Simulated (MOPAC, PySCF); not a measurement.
H$_{18}$Ge$_{6}$Si$_{2}$, SMILES `[SiH3][GeH2][GeH2][GeH2][GeH2][GeH2][GeH2][SiH3]`, neutral singlet in the gas phase. 

Z-matrix (Å, degrees):
```
Ge
H 1 1.5407
H 1 1.5409 2 107.35
Ge 1 2.4228 2 109.24 3 -118.15
H 4 1.5408 1 109.44 2 -62.50
H 4 1.5408 5 107.36 1 118.51
Ge 1 2.4233 2 109.27 3 118.13
H 7 1.5405 1 109.52 2 61.55
H 7 1.5407 8 107.46 1 -118.60
Ge 7 2.4229 8 109.40 9 -118.62
H 10 1.5409 7 109.16 8 -59.61
H 10 1.5410 11 107.28 7 118.11
Ge 10 2.4240 11 109.42 12 118.30
H 13 1.5403 10 108.78 11 -179.43
H 13 1.5404 14 107.47 10 117.84
Si 13 2.3804 14 110.34 15 120.35
H 16 1.4942 13 109.45 14 60.48
H 16 1.4947 17 108.70 13 -119.45
H 16 1.4952 17 108.88 18 -118.46
Ge 4 2.4241 5 109.44 6 118.69
H 20 1.5403 4 108.70 5 62.38
H 20 1.5403 21 107.42 4 -117.48
Si 20 2.3801 21 110.31 22 -120.21
H 23 1.4944 20 109.49 21 179.36
H 23 1.4945 24 108.72 20 -119.60
H 23 1.4949 24 108.86 25 -118.46
```
Charge 0, spin multiplicity 1.

All levels are single points at this geometry (r2SCAN-D4/def2-SVP); Pople sets use spherical d functions. Orbital energies aren't observables, and empty levels follow the basis.

r2SCAN-D4/def2-TZVP in PySCF gives gap (eV) = 4.63.

Question: Estimate the gap (eV) from each of these levels: PBE-D3(BJ)/def2-TZVP in PySCF; B3LYP/LANL2DZ in PySCF; M06-2X/6-31G* in PySCF; HF/STO-3G in PySCF; PM3 in MOPAC.

Answer: 
```tsv
level	gap (eV)
PBE-D3(BJ)/def2-TZVP in PySCF	4.23
B3LYP/LANL2DZ in PySCF	5.88
M06-2X/6-31G* in PySCF	7.43
HF/STO-3G in PySCF	14.97
PM3 in MOPAC	6.85
```
